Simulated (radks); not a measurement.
Results of a calculation; reference values are marked as such.
Dynamic dipole polarisability and lines of the calcium ion Ca16+, [He] 2s2. Code: a radial shooting solver on a logarithmic mesh with Libxc functionals. Model: scalar-relativistic Kohn-Sham, LDA (Slater exchange, VWN5 correlation), spin-polarised, spherical densities, finite nucleus; Fermi nuclear charge, rms radius of each element as measured or else 0.836 A^(1/3) + 0.57 fm. Time-dependent linear response with the Hartree and adiabatic LDA kernel, continuum included through the Sternheimer equations, no spin-orbit coupling, so fine structure and intercombination lines are absent. Lines are the poles of the dipole polarisability below minus the highest occupied eigenvalue, found on a grid refined at the orbital gaps; the lowest seven at most are given, and weak or close lines can be missed. The first line takes the name of the lowest orbital gap if no other gap lies below it; otherwise a line is named after a gap within 0.6 % of it, if that gap stands alone.

| photon energy (eV) | alpha (bohr^3) |
|---|---|
| 0 | 0.03924 |
| 17.279 | 0.04270 |
| 86.396 | -0.03160 |
| 155.51 | -0.004403 |
| 224.63 | -0.0007085 |
| 293.75 | 0.0007025 |
| 362.86 | 0.001584 |
| 431.98 | 0.002449 |
| 501.10 | 0.003801 |
| 570.21 | 0.007818 |
| 639.33 | -0.03341 |
| 708.45 | -0.003501 |
| 777.56 | 0.00006902 |
| 846.68 | -0.003384 |
| 915.80 | -0.003833 |
| 984.91 | -0.002072 |

Lines (eV, oscillator strength): 59.408 (20.87 nm, 2s-2p), f = 0.178; 627.70 (1.975 nm, 2s-3p), f = 0.680; 820.81 (1.511 nm, 2s-4p), f = 0.170; 906.37 (1.368 nm, 2s-5p), f = 0.0706; 951.92 (1.302 nm, 2s-6p), f = 0.0367; 979.06 (1.266 nm, unassigned), f = 0.0217; 996.53 (1.244 nm, unassigned), f = 0.0140. Higher lines, where found, are left out when the end of the mesh affects them. Those listed give 99 % of the static polarisability (sum of f/w^2). Orbital energy gaps for comparison: 2s-2p 44.261 eV; 2s-3p 628.87 eV; 2s-4p 821.04 eV; 2s-5p 906.43 eV; 2s-6p 951.93 eV.
